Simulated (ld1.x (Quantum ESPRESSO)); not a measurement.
Which change was made? (Zr, TM)

ld1.x (Quantum ESPRESSO) 7.5 input, shortened:

```
&input
   title='Zr', zed=40., rel=1, dft='PBE', iswitch=3,
   config='[Kr] 4d2 4f-2 5s1.75 5p0.25'
 /
 &inputp
   pseudotype=2, tm=.true., lloc=-1, rcloc=1.80,
   nlcc=.false.
 /
4
4S  1  0   2.00   0.00  2.00  2.00  0.0
4P  2  1   6.00   0.00  1.90  1.90  0.0
4D  3  2   2.00   0.00  1.50  1.50  0.0
4F  4  3  -2.00   0.05  2.15  2.15  0.0
 &test
   configts(1)='4s2 4p6 4d2 5s1.75 5p0.25'
 /
```

Occupied shells without a wave of their own: 5p, 5s. They enter only through the test configuration that unscreens the potential.

Cutoffs, loose and tight: the cutoffs (Ry, on a coarse ladder) from which the occupation-weighted sum of valence levels, in a spherical-Bessel basis at the reference potential, stays within 10 and 1 mRy of its value at 400 Ry. They do not see the model core or the augmentation charge, which bear on the density cutoff. Test errors are all-electron minus pseudo excitation energies from the reference, over the configurations 4s2 4p6 4d2 5s2 5p0; 4s2 4p6 4d2 5s1 5p0; 4s2 4p6 4d2 5s0 5p0; 4s2 4p6 4d3 5s1 5p0; 4s2 4p6 4d2 5s1.5 5p0; 4s1 4p6 4d2 5s2 5p0; 4s2 4p6 4d2 5s1 5p1; variants that change the core or the reference have their own tests. The largest error is taken over the tests solved by every variant that gives reliable tests at all, those not shown here included: 4s2 4p6 4d2 5s0 5p0; 4s2 4p6 4d2 5s1 5p0; 4s2 4p6 4d2 5s1 5p1; 4s2 4p6 4d2 5s1.5 5p0; 4s2 4p6 4d2 5s2 5p0; 4s2 4p6 4d3 5s1 5p0.

The base gives: outcome: generated, misses its reference levels by 0.27 eV; cutoff, loose: 40 Ry; cutoff, tight: 50 Ry; bound ghosts: none; largest test error (meV): -802.

(1) After one change the result is: outcome: generated, misses its reference levels by 1.05 eV; cutoff, loose: 35 Ry; cutoff, tight: 45 Ry; bound ghosts: none; largest test error (meV): -3161. Which change was it?
A. wave 4s (bound): rc 2.00 bohr becomes 4s (bound): rc 2.72 bohr
B. local potential the f channel
C. reference 4s2 4p6 4d2 5s0.5 5p0

## Answers

(1) A. The others give: local potential the f channel → outcome: generated, misses its reference levels by 1.50 eV; bound ghosts: none; largest test error (meV): -4785 | reference 4s2 4p6 4d2 5s0.5 5p0 → outcome: generated, misses its reference levels by 0.35 eV; cutoff, loose: 35 Ry; cutoff, tight: 50 Ry; bound ghosts: none; largest test error (meV): +676.
